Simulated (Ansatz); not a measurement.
An input meant for the cluster In₂Ga⁻ (charge -1, singlet).

```yaml
crystal:
  periodic: [false, false, false]
  atoms:
    - {symbol: Ga, position_ang: [1.062434, 0.692568, -0.733237]}
    - {symbol: In, position_ang: [-0.515440, 0.709054, 1.386206]}
    - {symbol: In, position_ang: [1.112434, 0.692568, -0.433237]}
basis:
  gaussian: {orbitals: def2-SVPD, final_grid: {core_spheres: 8, valence_spheres: 7, degree: 23}}
total_charge: -1
hamiltonian: {xc: {name: r2SCAN}, dispersion: d3bjatm}
output: {forces: true}
```

```sh
$ ansatz run in.yaml --threads 4 --pin off --events-out ev --progress --plain --max-ram 3916MiB
```

It prints (some lines left out):

```
Functional definition: r2SCAN
1121 factors; their error is unknown
mean field evaluation 1: about -53502.3408 eV, gradient 1.3e2 eV
mean field evaluation 2: about -53171.5795 eV, gradient 4.0e2 eV
mean field evaluation 4: about -53502.7868 eV, gradient 7.8e1 eV
mean field evaluation 8: about -53534.0301 eV, gradient 1.1e1 eV
mean field evaluation 16: about -53534.3548 eV, gradient 8.7e-1 eV
mean field evaluation 32: about -53530.2950 eV, gradient 9.9e0 eV
mean field evaluation 64: about -53533.6898 eV, gradient 7.7e-4 eV
mean field evaluation 96: about -53533.6902 eV, gradient 4.4e-1 eV
a density is far from that of the atoms, so the factors are made again for it
1360 factors; integrals over basis functions are off by at most 4.2e-5 eV
mean field -53534.35250894 eV, -1967.3511678161 hartree, gradient 2.8e-5 eV, S^2 0.000000; 0 other end points of the search recorded, 0 dependent functions left out
reference -53534.35251789 eV, -1967.3511681449 hartree; 37, 37 occupied and 65, 65 virtual orbitals, 1360 factors
Total energy: -53534.37576207 eV, -1967.3520223528 hartree
Atom 0 at     1.062434     0.692568    -0.733237 Å, force -11441.546143    -0.080128 -68705.592402 eV/Å
Atom 1 at    -0.515440     0.709054     1.386206 Å, force    -0.245043     0.004943     2.003619 eV/Å
Atom 2 at     1.112434     0.692568    -0.433237 Å, force 11441.791187     0.075185 68703.588783 eV/Å
Dipole moment:     0.464286    -0.004784    -0.576346 e Å
```

Question: What is wrong with this run?

Answer: One atom was put on top of another. Self-consistency was reached. The result belongs to that input, not to the species as meant. The restricted singlet is unstable towards broken spin symmetry at other levels; at RKS r2SCAN-D3(BJ)-ATM/def2-SVPD this wasn't settled.
